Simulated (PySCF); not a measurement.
**TlH: mean field, correlation and small terms against distance**

State: ¹Σ⁺, singlet, closed shell. RHF-based CCSD(T) in PySCF 2.14 with Tl cc-pwCVDZ-PP with ECP60, H aug-cc-pVDZ and Tl cc-pwCVTZ-PP with ECP60, H aug-cc-pVTZ (frozen core orbitals: 4; scalar-relativistic core potentials). Correlation energies are extrapolated as n⁻³ (n = 2, 3), Hartree–Fock as (n+1)·exp(−9√n). All energies in eV from Tl + H.

| R (Å) | HF/CBS | CCSD corr. | (T) | total |
| --- | --- | --- | --- | --- |
| 1.6880 | -1.437 | -0.938 | -0.0328 | -2.408 |
| 1.7648 | -1.571 | -0.930 | -0.0335 | -2.535 |
| 1.8415 | -1.634 | -0.926 | -0.0345 | -2.595 |
| 1.9182 | -1.643 | -0.925 | -0.0360 | -2.604 |
| 1.9950 | -1.612 | -0.926 | -0.0378 | -2.576 |
| 2.0909 | -1.531 | -0.930 | -0.0404 | -2.502 |
| 2.1868 | -1.418 | -0.936 | -0.0433 | -2.397 |

A fit to the total gives Re = 1.8960 Å, De = 2.606 eV, ωe = 1369.7 cm⁻¹, Be = 4.676 cm⁻¹ (masses 204.9744 and 1.0078 u).

Problem. At R = 1.9182 Å the CCSD correlation energy is -0.338566 hartree in the smaller basis and -0.458936 in the larger. Extrapolate it.

Solution. (3³·E3 − 2³·E2)/(3³ − 2³) = -0.50962 hartree; the larger basis holds 90.1 % of it.

The T1 diagnostic is 0.015. The open-shell atoms are computed with UHF. Spin–orbit coupling, excitations beyond (T) and corrections to the Born–Oppenheimer picture are left out, and spin–orbit coupling matters for open p, d or f shells this heavy.
